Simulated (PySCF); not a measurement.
Si(F)(Me)(NH2)2 (CH7FN2Si), SMILES F[Si](C)(N)N. Atoms are numbered in the order given.

```xyz
12

C      1.6600     0.0138     0.8201
Si    -0.0221    -0.0006    -0.0097
N     -1.2260     0.1947     1.2092
N     -0.3768     1.1730    -1.2316
F     -0.0824    -1.4315    -0.8351
H      1.7476    -0.8003     1.5694
H      1.8484     0.9764     1.3366
H      2.4638    -0.1384     0.0718
H     -2.2105     0.2273     0.9349
H     -1.1107    -0.2426     2.1253
H      0.0108     1.0524    -2.1692
H     -0.4394     2.1613    -0.9811
```

The structure is a stationary point at PBE-D3(BJ)/def2-SVP. This is a generated structure with no PubChem entry under its InChIKey; it may be hypothetical. Other conformers were not sampled.

Two levels are set side by side: PBE/pcSseg-1 (PySCF) and HF/pcSseg-1 (PySCF). GIAO shifts against CFCl3 (¹⁹F), NH3 (¹⁵N), TMS (²⁹Si), TMS (¹H), TMS (¹³C) at the same level; non-relativistic, no solvent, atoms listed together averaged. Differences are taken from unrounded values.

| quantity | HF | PBE | PBE minus HF |
|---|---|---|---|
| δ(¹³C) of C1 (ppm) | 1.9 | 1.6 | -0.2 |
| δ(²⁹Si) of Si2 (ppm) | -19.6 | -12.4 | 7.2 |
| δ(¹⁹F) of F5 (ppm) | -114.6 | -163.5 | -48.9 |

Rough cost on one machine, each run with all the roots and properties that it gave: HF against PBE within a factor of 2.
